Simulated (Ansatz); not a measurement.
Isolated molecules relaxed with PBE0-D4/def2-TZVP in Ansatz; ΔE leaves out vibrations. CCSD(T)/CBS is the MP2 limit (def2-TZVPP, def2-QZVPP) plus CCSD(T) − MP2 in def2-TZVPP, frozen cores. This one scheme is used for every species. DFT in def2-TZVPP. HSE06 is defined as in plane-wave codes. For Br outer-core shells are correlated without core-valence functions, which leaves a few kJ/mol of doubt a bond. Scalar relativity is left out up to krypton. Each species was taken in one conformer, which may not be the lowest.

`C[CH2][Al]([Cl])[Br]` + H₂S → `[SH][Al]([Cl])[Br]` + `CC`  (ligand exchange at the Al–C bond)

```csv
level,ΔE (eV)
HSE06-D4,-1.21
r2SCAN,-1.25
PBE0,-1.22
BHLYP,-1.25
```

Q: What does CCSD(T)/CBS give? (An estimate is asked.)

A: The calculation gave: -1.20 eV. The listed levels differ from it by -0.01, -0.05, -0.02, -0.05 eV.

Largest T1 diagnostic among the species: 0.009.

Leaving LDA and LC-ωPBE aside and taking each functional with its dispersion term where it has one, the values, not all of them listed here, spread over 0.08 eV, from B97M-V to BLYP-D4. LDA lies +0.06 eV from PBE without D4. In def2-TZVPP, CCSD(T) changes the Hartree–Fock value by +0.11 eV (the triples alone add +0.00 eV) and MP2 by +0.07 eV. From BLYP to BHLYP (50 % exact exchange), in def2-TZVPP and without D4, ΔE moves by −0.06 eV.
